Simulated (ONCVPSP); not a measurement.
Configuration tests for O (ONCV)

```
Element                 : oxygen (O)
Generator               : ONCVPSP 4.0.1
Type                    : optimised norm-conserving Vanderbilt (ONCV)
Functional              : LDA (Perdew-Zunger)
Relativity              : fully relativistic
Frozen core             : [He]
Valence charge          : 6
Reference configuration : 2s2 2p3.5 (charge +0.5)
Partial waves           : 2s: rc 0.90 bohr, ncon 3, nbas 6, qcut 7.8 1/bohr, 3 projectors, debl 2.4 Ha; 2p: rc 2.05 bohr, ncon 3, nbas 8, qcut 7.7 1/bohr, 1 projector
Local potential         : polynomial inside 0.75 bohr (lpopt 5, dvloc0 0 Ha)
Core correction         : Teter function, fcfact 3, rcfact 1
```

Open shells are filled in proportion to 2j + 1.

Energies are relative to the spin-unpolarised reference configuration 2s2 2p3.5; without spin polarisation the order of configurations can differ from experiment.

(1) Give the all-electron excitation energy and the error of the potential for: 2s2 2p4; 2s2 2p3; 2s2 2p2; 2s2 2p0.

Levels in the configuration 2s2 2p4:

```tsv
level	all-electron (eV)	pseudo (eV)
2s j=1/2	-23.752	-23.702
2p j=3/2	-9.186	-9.221
2p j=1/2	-9.222	-9.258
```

Results:

(1)

| valence configuration | charge | ΔE all-electron (eV) | error AE − PS (meV) |
| --- | --- | --- | --- |
| 2s2 2p4 | 0 | -6.366 | +12 |
| 2s2 2p3 | +1 | 10.218 | +30 |
| 2s2 2p2 | +2 | 43.926 | +498 |
| 2s2 2p0 | +4 | 174.845 | +6231 |
